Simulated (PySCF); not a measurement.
PySCF input file for C₄H₄N₂, SMILES N1C(=C)N=CC=1, PBE/pcSseg-1. Geometry optimised at B3LYP-D3(BJ)/def2-SVP.

```python
import numpy as np
from pyscf import gto, scf, dft
from pyscf.prop.nmr import rks as nmr

mol = gto.M(
    atom='''
    C     0.00000000   -0.00000000    2.03330480
    C     0.00000000   -0.00000000    0.68725069
    N     0.00000000   -1.17645182   -0.09488707
    C     0.00000000   -0.73935121   -1.31488482
    C     0.00000000    0.73935121   -1.31488482
    N     0.00000000    1.17645182   -0.09488707
    H     0.00000000    0.94557140    2.57728137
    H     0.00000000   -0.94557139    2.57728137
    H     0.00000000   -1.40140675   -2.18542943
    H     0.00000000    1.40140675   -2.18542943
    ''',
    basis='pcSseg-1',
    charge=0,
    spin=0,
    max_memory=1600,
    verbose=3,
)
mf = dft.RKS(mol, xc='pbe')
mf.grids.level = 3
mf.conv_tol = 1e-10
mf.max_cycle = 100
mf.kernel()
n = nmr.NMR(mf)
n.verbose = 2
n.max_cycle_cphf = 60
sigma = n.kernel()
print('atom   isotropic/ppm   span/ppm')
for i, s in enumerate(sigma):
    w = np.linalg.eigvalsh((s + s.T) / 2)
    print(f'{mol.atom_symbol(i):2s}{i + 1:3d} {w.mean():14.3f} {w[2] - w[0]:11.3f}')
```

Program output:

```
converged SCF energy = -263.940416440437
atom   isotropic/ppm   span/ppm
C   1         39.417     185.135
C   2          1.167     152.633
N   3       -124.005     675.628
C   4         17.258     184.795
C   5         17.258     184.795
N   6       -124.005     675.628
H   7         24.463       4.619
H   8         24.463       4.619
H   9         23.199       3.604
H  10         23.199       3.604
```

The calculation finished and met its thresholds.
